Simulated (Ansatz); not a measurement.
The cluster Cu₂Te (the lowest singlet isomer of a short search) was relaxed with B3LYP-D4 (def2-TZVP) in Ansatz in these states: charge +1 doublet, neutral quintet, neutral singlet, neutral triplet. The geometries follow in no particular order.

In the def2 sets Te takes a core potential; there is no spin–orbit coupling.

A:

```xyz
3

Cu   -1.354    0.170   -1.204
Cu    1.604    0.712    0.484
Te   -0.249   -0.881    0.720
```

B:

Cartesian coordinates in Å:
```
Cu 0.752 1.203 0.116
Cu -0.406 -0.345 -1.320
Te -0.346 -0.858 1.204
```

C:

Cartesian coordinates in Å:
```
Cu 1.337 -0.314 -0.541
Cu -1.099 -0.723 -0.670
Te -0.239 1.037 1.211
```

D:

```xyz
3

Cu   -1.331    0.499    0.428
Cu    0.246   -1.041   -1.030
Te    1.085    0.542    0.602
```

**Question.** Judge from the bond lengths which geometry belongs to which state (an estimate).

**Answer.** A is the charge +1 doublet (Cu1–Cu2 3.449 Å, Cu2–Te3 2.455 Å, Cu1–Te3 2.455 Å); B is the neutral triplet (Cu1–Cu2 2.409 Å, Cu2–Te3 2.576 Å, Cu1–Te3 2.576 Å); C is the neutral quintet (Cu1–Cu2 2.473 Å, Cu2–Te3 2.716 Å, Cu1–Te3 2.716 Å); D is the neutral singlet (Cu1–Cu2 2.642 Å, Cu2–Te3 2.423 Å, Cu1–Te3 2.423 Å).
